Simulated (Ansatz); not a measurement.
Job for Ansatz (an electronic-structure program): R-wB97X-V/def2-TZVPP on H2O (SMILES O).

Ansatz 0.2 input:
```yaml
crystal:
  periodic: [false, false, false]
  atoms:
    - {symbol: O, position_ang: [0.00000000, -0.00000000, 0.40073248]}
    - {symbol: H, position_ang: [-0.00000000, 0.75701187, -0.20041624]}
    - {symbol: H, position_ang: [-0.00000000, -0.75701187, -0.20041624]}
basis:
  gaussian:
    orbitals: def2-TZVPP
hamiltonian:
  xc: {name: wB97X-V}
scf: {lower_state_search: off}
```

Program output:

```
WARN ansatz: RAYON_NUM_THREADS=4 ignored (pool sized by the plan → 4); use --threads N
Functional definition: wB97X-V
these checks for a lower state are left out or cut short: stability, starts, cluster_reference, orbital_swaps, neighbouring_geometries, increment
integrals: 0.01 GiB planned
269 factors; their error is unknown
integrals: 0.04 GiB planned
69 factors; integrals over basis functions are off by at most 2.2e-5 eV
mean field: 0.14 GiB planned
mean field evaluation 1: about -2076.8929 eV, gradient 4.3e1 eV
mean field evaluation 2: about -2076.6979 eV, gradient 4.6e1 eV
mean field evaluation 4: about -2079.8795 eV, gradient 2.6e-1 eV
mean field evaluation 8: about -2079.8837 eV, gradient 1.4e-3 eV
mean field -2079.88367431 eV, -76.4343152352 hartree, gradient 6.3e-7 eV, S^2 0.000000; 0 other end points of the search recorded, 0 dependent functions left out
reference -2079.88367341 eV, -76.4343152020 hartree; 5, 5 occupied and 54, 54 virtual orbitals, 269 factors
Total energy: -2079.88367341 eV, -76.4343152020 hartree
Checks for a lower state left out: stability, starts, cluster_reference, orbital_swaps, neighbouring_geometries, increment
```

Self-consistency was reached.

Cost: about 0.7 core-seconds (a rough figure).
